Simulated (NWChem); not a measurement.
All runs are NWChem calculations. System: GeS, charge 0, spin multiplicity 1, optimised in this run. The structure started from a generated list of species. Level: PBE0/def2-SVP.

Part of the output:

```
             Northwest Computational Chemistry Package (NWChem) 7.3.0
             --------------------------------------------------------

                                NWChem Input Module
                                -------------------

 Scaling coordinates for geometry "geometry" by  1.889725989
 (inverse scale =  0.529177249)

 Turning off AUTOSYM since
 SYMMETRY directive was detected!

          ------
          auto-z
          ------

                             Geometry "geometry" -> ""
                             -------------------------

 Output coordinates in angstroms (scale by  1.889725989 to convert to a.u.)

  No.       Tag          Charge          X              Y              Z
 ---- ---------------- ---------- -------------- -------------- --------------
    1 Ge                  32.0000     0.00000000     0.00000000     0.67834767
    2 S                   16.0000     0.00000000     0.00000000    -1.35669533

 Effective nuclear repulsion energy (a.u.)     133.1366224143

            Nuclear Dipole moment (a.u.)
            ----------------------------
        X                 Y               Z
 ---------------- ---------------- ----------------
     0.0000000000     0.0000000000     0.0000000000

      Symmetry information
      --------------------

 Group name             C2v
 Group number             16
 Group order               4
 No. of unique centers     2

      Symmetry unique atoms

     1    2


 Summary of "ao basis" -> "" (spherical)
 ------------------------------------------------------------------------------
       Tag                 Description            Shells   Functions and Types
 ---------------- ------------------------------  ------  ---------------------
 *                          def2-svp                  on all atoms

                           NWChem Geometry Optimization
                           ----------------------------

 maximum gradient threshold         (gmax) =   0.000450
 rms gradient threshold             (grms) =   0.000300
 maximum cartesian step threshold   (xmax) =   0.001800
 rms cartesian step threshold       (xrms) =   0.001200
 fixed trust radius                (trust) =   0.300000
 maximum step size to saddle      (sadstp) =   0.100000
 energy precision                  (eprec) =   5.0D-06
 maximum number of steps          (nptopt) =   80
 initial hessian option           (inhess) =    0
 line search option               (linopt) =    1
[...]
    2        0.499 ||    0.000388           0.009         0.378       0.558
    3        0.611 ||    0.000075           0.002         0.073       0.108
    4        0.953 ||    0.001525           0.035         1.487       2.192
    5        1.014 ||    0.001332           0.031         1.299       1.915
    6      595.011 ||    0.037920           0.875        36.967      54.511
 ----------------------------------------------------------------------------

        Vibrational analysis via the FX method
  --- with translations and rotations projected out ---
  --- via the Eckart algorithm                      ---
 Dependent rotation vector no.                    3
  found in ECKART; assuming linear geometry
 Projected Nuclear Hessian trans-rot subspace norm:1.2326D-32
                         (should be close to zero!)

          --------------------------------------------------------
          MASS-WEIGHTED PROJECTED HESSIAN (Hartree/Bohr/Bohr/Kamu)
          --------------------------------------------------------

               1            2            3            4            5            6
   ----- ----- ----- ----- -----
    1    0.00000D+00
    2    0.00000D+00  0.00000D+00
    3    3.58078D-22 -8.95194D-23  4.04521D+00
    4    2.17790D-21 -8.50743D-24  2.04178D-22  0.00000D+00
    5    0.00000D+00  2.17790D-21  6.80594D-23  0.00000D+00  0.00000D+00
    6   -1.87163D-22  1.36119D-22 -6.15096D+00 -2.06976D-22  0.00000D+00  9.35285D+00

 center of mass
 --------------
 x =   0.00000000 y =   0.00000000 z =   0.11442035

 moments of inertia (a.u.)
 ------------------
         324.585791863131           0.000000000000           0.000000000000
           0.000000000000         324.585791863131           0.000000000000
           0.000000000000           0.000000000000           0.000000000000

 Rotational Constants
 --------------------
 A=   0.000000 cm-1  (  0.000000 K)
 B=   0.185468 cm-1  (  0.266841 K)
 C=   0.185468 cm-1  (  0.266841 K)

 Temperature                      =   298.15K
 frequency scaling parameter      =   1.0000

 Linear Molecule

 Zero-Point correction to Energy  =    0.850 kcal/mol  (  0.001355 au)
 Thermal correction to Energy     =    2.433 kcal/mol  (  0.003877 au)
 Thermal correction to Enthalpy   =    3.025 kcal/mol  (  0.004821 au)

 Total Entropy                    =   56.257 cal/mol-K
   - Translational                =   39.871 cal/mol-K (mol. weight = 105.8940)
   - Rotational                   =   15.928 cal/mol-K (symmetry #  =        1)
   - Vibrational                  =    0.458 cal/mol-K

 Cv (constant volume heat capacity) =    6.008 cal/mol-K
   - Translational                  =    2.979 cal/mol-K
   - Rotational                     =    1.986 cal/mol-K
   - Vibrational                    =    1.042 cal/mol-K


 ----------------------------------------------------------------------------
 Normal Eigenvalue ||    Projected Derivative Dipole Moments (debye/angs)
  Mode   [cm**-1]  ||      [d/dqX]             [d/dqY]           [d/dqZ]
 ------ ---------- || ------------------ ------------------ -----------------
    1        0.000 ||       0.115              -0.000             0.000
    2        0.000 ||      -0.000               0.115             0.000
    3        0.000 ||      -0.000              -0.000            -0.000
    4        0.000 ||      -0.175              -0.000            -0.000
    5        0.000 ||      -0.000              -0.175            -0.000
    6      595.011 ||      -0.000              -0.000            -0.935
 ----------------------------------------------------------------------------

 ----------------------------------------------------------------------------
 Normal Eigenvalue ||           Projected Infra Red Intensities
  Mode   [cm**-1]  || [atomic units] [(debye/angs)**2] [(KM/mol)] [arbitrary]
 ------ ---------- || -------------- ----------------- ---------- -----------
    1        0.000 ||    0.000576           0.013         0.562       0.829
    2        0.000 ||    0.000576           0.013         0.562       0.829
    3        0.000 ||    0.000000           0.000         0.000       0.000
    4        0.000 ||    0.001333           0.031         1.299       1.916
    5        0.000 ||    0.001333           0.031         1.299       1.916
    6      595.011 ||    0.037920           0.875        36.967      54.511
 ----------------------------------------------------------------------------

 Task  times  cpu:       23.6s     wall:       23.6s

 Total times  cpu:       30.7s     wall:       30.7s
```

Task: Write an NWChem input that would produce this output.

Result: One answer among several that fit: 
```
start mol
memory heap 200 mb stack 900 mb global 1100 mb
geometry units angstroms
  Ge     0.000000     0.000000     0.678348
  S      0.000000     0.000000    -1.356695
  symmetry group C2v
end
basis spherical
  * library def2-svp
end
dft
  xc pbe0
  semidirect memsize 60000000 filesize 0
  iterations 100
end
driver
  maxiter 80
end
task dft optimize
task dft freq
```
